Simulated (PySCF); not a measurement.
H₃NO₂SW, SMILES [NH2][W](=[O])([OH])=[S], multiplicity 1.

Geometry optimised at B3LYP-D3(BJ)/def2-SVP. The multiplicity is an assumed one; no other spin state was optimised. The structure was generated by enumeration; whether it is a known compound was not checked. The def2 effective core potentials stand for the cores of W; spin–orbit coupling is left out. One conformer was computed; it need not be the lowest.

Two levels are set side by side: PBE/def2-TZVP (PySCF) and CAM-B3LYP/def2-TZVP (PySCF). Same geometry, gas phase. Differences are taken from unrounded values.

```csv
quantity,PBE
orbital gap (eV),3.26
highest occupied level (eV),-6.28
lowest empty level (eV),-3.01
dipole moment (D),3.85
mean polarisability (bohr³),74.4
```

These are the PBE values. What does CAM-B3LYP give? (Estimate from the structure and the level; the computed values follow.)


```csv
quantity,CAM-B3LYP,PBE minus CAM-B3LYP
orbital gap (eV),7.54,-4.27
highest occupied level (eV),-8.79,2.52
lowest empty level (eV),-1.25,-1.76
dipole moment (D),4.00,-0.15
mean polarisability (bohr³),72.1,2.3
```

PBE's occupied levels lie high since its potential decays too fast outside the molecule; exact exchange lowers them and widens the gap. PBE's more diffuse valence density responds more strongly to a field. Differences between two approximate levels are no errors against the true value.

Rough cost on one machine, each run with all the roots and properties that it gave: CAM-B3LYP against PBE within a factor of 2.
